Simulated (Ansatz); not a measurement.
Calculated with Ansatz (gas phase, PBE0-D4/def2-TZVP geometries, no zero-point term in ΔE). CBS: MP2 limit from def2 TZ/QZ plus the TZ coupled-cluster correction, frozen cores. This one scheme is used for every species. Functionals use def2-TZVPP. One conformer a species, not always the lowest.

Consider the substitution at a C–O bond: `C=COCOC` + `[SiH3]CS` → `C=CSC[SiH3]` + `COCO`.

```json
{"level": "ωB97X-V", "ΔE (kJ/mol)": "-15.5", "difference from CCSD(T)/CBS": "8.1"}
{"level": "ωB97M-V", "ΔE (kJ/mol)": "-17.7", "difference from CCSD(T)/CBS": "5.9"}
{"level": "r2SCAN", "ΔE (kJ/mol)": "-19.8", "difference from CCSD(T)/CBS": "3.8"}
{"level": "HF/def2-TZVPP", "ΔE (kJ/mol)": "-7.2", "difference from CCSD(T)/CBS": "16.4"}
{"level": "SCS-MP2/def2-TZVPP", "ΔE (kJ/mol)": "-22.5", "difference from CCSD(T)/CBS": "1.1"}
{"level": "CCSD/def2-TZVPP", "ΔE (kJ/mol)": "-17.4", "difference from CCSD(T)/CBS": "6.2"}
{"level": "CCSD(T)/def2-TZVPP", "ΔE (kJ/mol)": "-19.5", "difference from CCSD(T)/CBS": "4.1"}
{"level": "HF/def2-QZVPP", "ΔE (kJ/mol)": "-7.0", "difference from CCSD(T)/CBS": "16.6"}
{"level": "MP2/def2-QZVPP", "ΔE (kJ/mol)": "-29.4", "difference from CCSD(T)/CBS": "-5.8"}
{"level": "HF/CBS(def2)", "ΔE (kJ/mol)": "-6.9", "difference from CCSD(T)/CBS": "16.7"}
{"level": "CCSD(T)/CBS", "ΔE (kJ/mol)": "-23.6", "difference from CCSD(T)/CBS": "0"}
```

Largest T1 diagnostic among the species: 0.012.

In def2-TZVPP, CCSD(T) changes the Hartree–Fock value by −12.3 kJ/mol (the triples alone add −2.1 kJ/mol) and MP2 by −19.9 kJ/mol. The D4 term adds −4.0 kJ/mol with B3LYP and −2.1 kJ/mol with PBE0; it sums over pairs of atoms, weighted by their polarisabilities, and B3LYP, whose exchange is more repulsive, gets the larger term.

B3LYP here is the variant with VWN-RPA as its local correlation; programs differ in this.
